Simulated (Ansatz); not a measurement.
This singlet lies 1.42 eV below the relaxed triplet at the level frozen-core CCSD(T)/aug-cc-pVTZ // B3LYP-D3(BJ)/def2-SVPD (Ansatz, a first-principles code).

Cartesian coordinates (Å):
SMILES: [B-](F)S
```xyz
4

F      1.8217    -0.0979     0.2392
B      0.7477     0.2676    -0.5373
S     -0.8197    -0.2943     0.5902
H     -1.7497     0.1246    -0.2921
```
Charge -1, spin multiplicity 1.

Computed with Ansatz with frozen-core CCSD(T)/aug-cc-pVTZ // B3LYP-D3(BJ)/def2-SVPD. The restricted HF reference is unstable towards unrestricted orbitals.

| Quantity | Result |
|---|---|
| HF energy | -522.31981 Ha |
| MP2 correlation energy | -0.54870 Ha |

**Question.** Estimate the CCSD correlation energy, the (T) correction, the total energy and the T1 diagnostic.

**Answer.** 
```
Property                        Result
-----------------------  -------------
CCSD correlation energy    -0.57211 Ha
(T) correction             -0.02524 Ha
CCSD(T) total energy     -522.91716 Ha
T1 diagnostic                    0.016
```
